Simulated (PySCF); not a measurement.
C3H8NO, charge +1.

```xyz
13

C     -0.4511     1.6115    -0.3137
N     -0.2545     0.3170     0.4071
C     -1.3207    -0.6837     0.1297
C      1.1395    -0.2333     0.1054
O      1.2653    -1.3005    -0.3613
H     -0.4518     1.4138    -1.3933
H      0.3610     2.3034    -0.0545
H     -1.4138     2.0411    -0.0108
H     -0.2569     0.5239     1.4169
H     -1.3144    -0.9167    -0.9415
H     -1.1171    -1.5959     0.7023
H     -2.2844    -0.2505     0.4222
H      1.9304     0.4987     0.3715
```
Charge +1, spin multiplicity 1.

Geometry optimised at PBE0-D3(BJ)/def2-SVP. The isomer is the one that the SMILES or the coordinates give; other isomers of the formula were not compared. Other conformers were not sampled.

Computed with PBE/pcSseg-1 run with PySCF. Non-relativistic, no solvent.

Computed absolute GIAO shielding of each atom: isotropic value and principal components (ppm):
```json
[
 {"atom": "C1", "σ(iso)": "140.6", "σ11": "116.7", "σ22": "124.1", "σ33": "181.1", "span": "64.5"},
 {"atom": "N2", "σ(iso)": "145.1", "σ11": "101.8", "σ22": "137.2", "σ33": "196.3", "span": "94.5"},
 {"atom": "C3", "σ(iso)": "141.9", "σ11": "118.0", "σ22": "129.8", "σ33": "177.8", "span": "59.7"},
 {"atom": "C4", "σ(iso)": "18.3", "σ11": "-96.2", "σ22": "57.9", "σ33": "93.1", "span": "189.3"},
 {"atom": "O5", "σ(iso)": "-270.1", "σ11": "-665.1", "σ22": "-442.0", "σ33": "296.8", "span": "962.0"},
 {"atom": "H6", "σ(iso)": "28.5", "σ11": "24.6", "σ22": "26.7", "σ33": "34.1", "span": "9.4"},
 {"atom": "H7", "σ(iso)": "27.8", "σ11": "24.0", "σ22": "25.5", "σ33": "33.9", "span": "9.9"},
 {"atom": "H8", "σ(iso)": "27.8", "σ11": "24.0", "σ22": "25.9", "σ33": "33.4", "span": "9.4"},
 {"atom": "H9", "σ(iso)": "26.7", "σ11": "20.6", "σ22": "25.4", "σ33": "34.3", "span": "13.7"},
 {"atom": "H10", "σ(iso)": "28.1", "σ11": "25.2", "σ22": "25.6", "σ33": "33.6", "span": "8.4"},
 {"atom": "H11", "σ(iso)": "27.8", "σ11": "24.0", "σ22": "25.1", "σ33": "34.3", "span": "10.3"},
 {"atom": "H12", "σ(iso)": "28.1", "σ11": "24.1", "σ22": "26.6", "σ33": "33.6", "span": "9.5"},
 {"atom": "H13", "σ(iso)": "22.7", "σ11": "19.6", "σ22": "22.9", "σ33": "25.5", "span": "5.9"}
]
```
